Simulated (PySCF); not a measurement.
C2H6ClInO. Atoms are numbered in the order given.

```xyz
11

In     0.0701     0.1878     0.0744
Cl    -0.3956    -1.0521     2.0329
C      0.8236     2.2138     0.0828
H      1.0387     2.5379    -0.9437
H      1.7372     2.2398     0.6920
H      0.0611     2.8626     0.5351
O     -0.3437    -0.9584    -1.5176
C     -0.2053    -0.5443    -2.8501
H      0.4510    -1.2416    -3.4063
H     -1.1861    -0.5383    -3.3649
H      0.2282     0.4711    -2.9743
```

Geometry: B3LYP-D3(BJ)/def2-SVP. The structure was generated by enumeration; whether it is a known compound was not checked. The def2 effective core potentials stand for the cores of In; spin–orbit coupling is left out. The values are those of a single conformer.

Method: PySCF with TDDFT-PBE/def2-SVPD.

Vertical excitations. The molecule is in vacuum.

### Question
Give excitation energies, oscillator strengths and character. (Estimate from the structure and the level; the computed values follow.)

### Answer

| state | energy (eV) | λ (nm) | f | main pairs |
|---|---|---|---|---|
| S1 | 3.77 | 328 | 0.005 | HOMO→LUMO 100 % |
| S2 | 4.21 | 294 | 0.018 | HOMO−1→LUMO 71 %, HOMO→LUMO+1 27 % |
| S3 | 4.58 | 271 | 0.000 | HOMO−1→LUMO+1 100 % |
| S4 | 4.81 | 258 | 0.141 | HOMO→LUMO+1 70 %, HOMO−1→LUMO 25 % |
| S5 | 4.88 | 254 | 0.008 | HOMO−2→LUMO 99 % |
| S6 | 5.06 | 245 | 0.016 | HOMO−3→LUMO 99 % |
| S7 | 5.36 | 231 | 0.001 | HOMO−2→LUMO+1 99 % |
| S8 | 5.68 | 218 | 0.001 | HOMO−3→LUMO+1 82 %, HOMO−4→LUMO 15 % |
| S9 | 5.80 | 214 | 0.001 | HOMO→LUMO+2 100 % |
| S10 | 6.12 | 203 | 0.003 | HOMO−1→LUMO+2 96 % |
| T1 | 3.51 | 353 | 0 | HOMO→LUMO 99 % |
| T2 | 3.72 | 333 | 0 | HOMO−1→LUMO 97 % |
| T3 | 4.01 | 309 | 0 | HOMO→LUMO+1 98 % |
| T4 | 4.44 | 279 | 0 | HOMO−1→LUMO+1 99 % |
Triplets are in the Tamm–Dancoff approximation, which puts them higher than full response would, so one can lie above its singlet here.
